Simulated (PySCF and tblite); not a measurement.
Values are calculated unless marked as measured or tabulated.
System: C6H11N, numbered as in [CH2:1]1[CH2:2][C@@H:3]([CH:4]2[CH2:5][CH2:6]2)[NH:7]1.

For the pyramidal inversion at N7: electronic barrier 4.52 kcal/mol, zero-point change -1.11 kcal/mol, thermal and entropy terms at 250 K a further 0.05 kcal/mol (symmetry numbers apart). The minimum is C1, the saddle C1. Level: PBE0/pcSseg-1 + D3(BJ) on GFN2-xTB stationary points, with GFN2-xTB thermal terms. Rate constants are transition-state-theory values, counting equivalent paths, without tunnelling. (PySCF 2.14 with density fitting, tblite 0.8.)

Question: How many equivalent paths lead out of the minimum?

Answer: 1: the symmetry number of the minimum is 1, that of the saddle displaced along its mode 1.

Question: Work out the rate at 250 K.

Answer: ΔG‡ = 3.46 kcal/mol; k_B T/h = 5.2×10¹² s⁻¹; exp(−ΔG‡/RT) = 0.00094; times 1 gives k = 4.9×10⁹ s⁻¹.
